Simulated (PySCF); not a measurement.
Vertical excitations of a molecule C₄H₃ClF₂ from TDDFT-PBE/def2-SVPD in PySCF, as energy in eV (oscillator strength): 4.79 (0.000), 5.32 (0.001), 5.71 (0.017), 6.44 (0.016), 6.50 (0.033), 6.58 (0.192), 6.62 (0.298), 6.68 (0.007), 6.81 (0.002), 7.03 (0.001). Lowest triplet (TDA): 4.09 eV. Coordinates come from a B3LYP-D3(BJ)/def2-SVP optimisation. The values are those of a single conformer.

Task: Pick the molecule that these values belong to.
A) CC(F)=C=C(F)Cl
B) FC=C=C(F)CCl
C) C=C(F)/C=C(\F)Cl
D) F/C=C(F)/C=C\Cl

Result: A, CC(F)=C=C(F)Cl
